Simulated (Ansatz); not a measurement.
Sn2O2H4⁺, that is cyclo-(H2SnO)2 with one electron fewer. Total charge 1; doublet. Geometry B3LYP-D4/def2-SVP, that of the neutral singlet; atoms count from 1.

```xyz
8

Sn    0.498    0.861    1.111
H    -0.151    2.420    1.437
H     1.766    0.373    2.165
O    -0.918   -0.559    0.845
Sn   -0.498   -0.861   -1.111
H    -1.766   -0.373   -2.165
H     0.151   -2.420   -1.437
O     0.918    0.559   -0.845
```

In the def2 sets Sn takes a core potential; there is no spin–orbit coupling.

**Question.** Estimate the Mulliken populations from the PBE0/def2-TZVP orbitals of Ansatz.

**Answer.** 
| atom | charge (e) | spin (α − β) |
| --- | --- | --- |
| Sn1 | 0.85 | -0.06 |
| H2 | 0.07 | -0.01 |
| H3 | 0.07 | -0.01 |
| O4 | -0.49 | 0.59 |
| Sn5 | 0.85 | -0.06 |
| H6 | 0.07 | -0.01 |
| H7 | 0.07 | -0.01 |
| O8 | -0.49 | 0.59 |
Mulliken values and Mayer orders depend strongly on the basis.

**Question.** Where does the spin sit?

**Answer.** Summed by element: Sn -0.13, H -0.04, O 1.17, of 1 unpaired in all. Largest on single atoms: O8 0.59, O4 0.59, Sn1 -0.06.

**Question.** And the Mayer bond orders between bonded heavy atoms (over 0.3)?

**Answer.** Sn1–O4 0.71 (2.02 Å); Sn1–O8 0.71 (2.02 Å); O4–Sn5 0.71 (2.02 Å); Sn5–O8 0.71 (2.02 Å).
